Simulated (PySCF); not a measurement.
This PySCF input asks for the NMR shieldings of `CC(=O)C[CH2][AlH-]1[Cl+][AlH2-][Cl+]1`, C4H10Al2Cl2O; the geometry comes from GFN2-xTB.

```python
import basis_set_exchange as bse
import numpy as np
from pyscf import gto, dft
from pyscf.prop import nmr

atoms = """
C    -3.251591   -0.832659   -0.639562
C    -2.588518    0.264851    0.154715
O    -3.111457    0.793075    1.103555
C    -1.191658    0.619186   -0.298707
C    -0.185441   -0.269525    0.474849
Al    1.524274    0.547082   -0.125204
Cl    2.789452    1.333470    1.507694
Al    4.367240   -0.087304    1.011713
Cl    3.148007   -0.861360   -0.628868
H    -2.559443   -1.652216   -0.815792
H    -4.136603   -1.193975   -0.122685
H    -3.548204   -0.429112   -1.606442
H    -1.073246    0.471217   -1.373701
H    -0.990449    1.670010   -0.070120
H    -0.379982   -1.321265    0.227761
H    -0.411568   -0.176655    1.547066
H     1.581452    1.631604   -1.219644
H     5.579019    0.664100    0.429897
H     4.428913   -1.161271    2.115785
"""
names = dict.fromkeys(["C", "O", "Al", "Cl", "H"], "pcSseg-1")
basis = {el: gto.basis.parse(bse.get_basis(n, elements=[el], fmt="nwchem")) for el, n in names.items()}
mol = gto.M(atom=atoms, basis=basis, charge=0, verbose=0)
mf = dft.RKS(mol, xc="PBE0")
mf.grids.level = 2
mf.grids.alignment = dft.numint.BLKSIZE   # the property module wants whole blocks of grid points
mf.conv_tol = 1e-9
mf.kernel()

calc = nmr.RKS(mf)   # GIAO
C = mf.mo_coeff
Co = C[:, mf.mo_occ > 0]
resp = mf.gen_response(singlet=True, hermi=2)
def vind(x):   # induced exchange potential for any number of trial vectors
    d = np.einsum("pi,xij,qj->xpq", C, 2 * x.reshape(-1, C.shape[1], Co.shape[1]), Co, optimize=True)
    return np.einsum("xpq,pi,qj->xij", resp(d - d.transpose(0, 2, 1)), C, Co, optimize=True).ravel()
mo1, _ = nmr.rhf.solve_mo1(calc, with_cphf=vind)
sigma = calc.kernel(mo1)
for i, s in enumerate(sigma):   # ppm
    print("%2d %-2s %9.2f" % (i, mol.atom_pure_symbol(i), np.trace(s) / 3))
```

Question: Give the expected output.

Answer: 
```
 0 C     157.50
 1 C     -26.44
 2 O    -323.13
 3 C     144.13
 4 C     173.39
 5 Al    408.43
 6 Cl    930.59
 7 Al    412.33
 8 Cl    925.25
 9 H      29.16
10 H      29.92
11 H      29.66
12 H      29.50
13 H      29.82
14 H      30.83
15 H      30.82
16 H      27.15
17 H      27.08
18 H      27.10
```

These numbers come from an equivalent density-fitted implementation of the same equations, which agrees with the script to about 0.01 ppm for H and up to a few tenths of a ppm for heavy atoms, so last digits may differ.

Size and cost of the density-fitted run: 231 basis functions, 110 s wall time on 1 thread of an Arm Neoverse N1, shared host; peak memory 1.1 GiB.
